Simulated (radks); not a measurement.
Values are calculated unless marked as measured or tabulated.
Problem. All-electron atom: Ga XXIII in [He] 2s2 2p5. Code: a radial shooting solver on a logarithmic mesh with Libxc functionals. Model: non-relativistic Kohn-Sham, BLYP, spin-polarised, spherical densities, point nucleus; open shells are filled with parallel spins first. Some entries of the table are withheld. Estimate them.

| orbital | occ. | eigenvalue (hartree) | <r^2> (bohr^2) |
|---|---|---|---|
| 1s up | 1 | (1) | (2) |
| 1s down | 1 | (3) | (4) |
| 2s up | 1 | -80.74926 | 0.05402 |
| 2s down | 1 | -80.43497 | 0.05419 |
| 2p up | 3 | -76.33204 | 0.04149 |
| 2p down | 2 | -75.95396 | 0.04167 |

Solution. 
(1) 1s up eigenvalue (hartree): -410.0764
(2) 1s up <r^2> (bohr^2): 0.003264
(3) 1s down eigenvalue (hartree): -409.8841
(4) 1s down <r^2> (bohr^2): 0.003261
